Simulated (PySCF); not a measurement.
**Relaxation of quartet RhN₂**

These are results of UPBE0/[Rh def2-TZVP with ECP28, N def2-TZVP], scalar-relativistic core potentials, density fitting, no spin–orbit coupling, PySCF, not measurements. A (50,194) grid was used.

A start displaced from a saddle point along its imaginary mode, of C2v symmetry, held to at least that symmetry:

```xyz
3
charge 0 multiplicity 4, angstrom
Rh   -0.0201    0.0258    0.0000
N     0.0737   -0.0947    1.7239
N     0.0737   -0.0947   -1.7239
```

Optimiser trace:
| step | E − E(last) (kJ/mol) | largest gradient (Eh/bohr) |
| --- | --- | --- |
| 0 | 74.84 | 0.01048 |
| 1 | 67.55 | 0.01599 |
| 2 | 55.08 | 0.01760 |
| 3 | 39.07 | 0.01613 |
| 4 | 12.63 | 0.03242 |
| 5 | 5.51 | 0.01904 |
| 6 | 0.86 | 0.00472 |
| 7 | 0.06 | 0.00067 |
| 8 | 0.00 | 0.00016 |
| 9 | 0.00 | 0.00002 |

It ends at C2v with Rh–N 1.719 Å (×2); N–Rh–N 117.6°. A frequency run shows 1 imaginary mode, down to 393i cm⁻¹, so it is a saddle point. Other isomers or separated fragments may lie lower.

Final geometry:
Coordinates in bohr (charge 0 multiplicity 4):
```
Rh   -0.2212    0.2842    0.0000
N     0.8127   -1.0443    2.7772
N     0.8127   -1.0443   -2.7772
```

Open d and f shells are described by one determinant, and the ground state may have another occupation or spin. At this level a doublet minimum of C∞v symmetry lies 514 kJ/mol below this structure.
